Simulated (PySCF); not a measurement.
CH3OS, SMILES C[S]=O, multiplicity 2.

Geometry: r2SCAN-D4/def2-TZVP. The isomer is the one that the SMILES or the coordinates give; other isomers of the formula were not compared.

Method: PySCF with TDA-M06-2X/def2-SVPD.

Vertical excitations. Isolated molecule, no solvent.

| state | energy (eV) | λ (nm) | f | main pairs |
|---|---|---|---|---|
| root 1 | 1.93 | 644 | 0.001 | β HOMO→LUMO 94 % |
| root 2 | 5.01 | 248 | 0.001 | α HOMO→LUMO 43 %, α HOMO→LUMO+1 29 %, α HOMO→LUMO+5 23 % |
| root 3 | 5.15 | 241 | 0.000 | β HOMO−2→LUMO 85 % |
| root 4 | 5.31 | 233 | 0.048 | β HOMO−1→LUMO 88 % |
| root 5 | 6.10 | 203 | 0.002 | α HOMO→LUMO+1 32 %, α HOMO→LUMO 24 %, α HOMO→LUMO+2 21 %, α HOMO→LUMO+6 12 % |
| root 6 | 6.28 | 197 | 0.013 | α HOMO→LUMO+2 53 %, α HOMO→LUMO+1 25 %, α HOMO→LUMO 11 % |
| root 7 | 6.34 | 196 | 0.001 | α HOMO−1→LUMO 15 %, α HOMO−1→LUMO+1 10 %, α HOMO−1→LUMO+5 10 %, β HOMO→LUMO+2 35 %, β HOMO→LUMO+6 16 %, β HOMO→LUMO+1 8 % |
| root 8 | 6.81 | 182 | 0.001 | β HOMO−3→LUMO 91 % |
| root 9 | 7.01 | 177 | 0.026 | α HOMO−1→LUMO+1 24 %, α HOMO−1→LUMO 19 %, α HOMO−1→LUMO+5 11 %, β HOMO→LUMO+2 26 %, β HOMO→LUMO+6 5 % |
| root 10 | 7.22 | 172 | 0.018 | α HOMO→LUMO+3 89 % |
Unrestricted roots are not spin-pure.
